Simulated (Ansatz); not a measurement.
CBrF$_{3}$, charge -1, doublet, at the geometry of the source list (a state made from the parent by changing its charge; the spin is typed, not shown lowest) (a gas-phase anion, which may not be bound at this level); PBE/def2-SVP (Ansatz, a program for electronic structure).

Input for Ansatz:
Ansatz 0.2 input:
```yaml
crystal:
  periodic: [false, false, false]
  atoms:
    - {symbol: F, position_ang: [-0.58660000, -0.60490000, -1.07020000]}
    - {symbol: C, position_ang: [-0.11260000, 0.00460000, -0.00080000]}
    - {symbol: F, position_ang: [-0.60050000, -0.58490000, 1.07350000]}
    - {symbol: F, position_ang: [-0.51680000, 1.26010000, -0.01510000]}
    - {symbol: Br, position_ang: [1.81660000, -0.07500000, 0.01250000]}
basis:
  gaussian:
    orbitals: def2-SVP
hamiltonian:
  xc: pbe
total_charge: -1
magnetization: {spin_polarized: true, initial_magnetization: 1}
```

Q: Predict the main parts of the log of this Ansatz run.

A: 
```
Functional definition: PBE
947 factors; their error is unknown
mean field evaluation 1: about -79195.3894 eV, gradient 1.7e1 eV
mean field evaluation 2: about -79194.1291 eV, gradient 2.3e1 eV
mean field evaluation 4: about -79196.7940 eV, gradient 1.4e0 eV
mean field evaluation 8: about -79196.7042 eV, gradient 2.7e-2 eV
mean field -79196.70418757 eV, -2910.4251974392 hartree, gradient 6.3e-5 eV, S^2 0.751647; 0 other end points of the search recorded, 0 dependent functions left out
reference -79196.70420548 eV, -2910.4251980973 hartree; 35, 34 occupied and 53, 54 virtual orbitals, 947 factors
Total energy: -79196.70420548 eV, -2910.4251980973 hartree
```
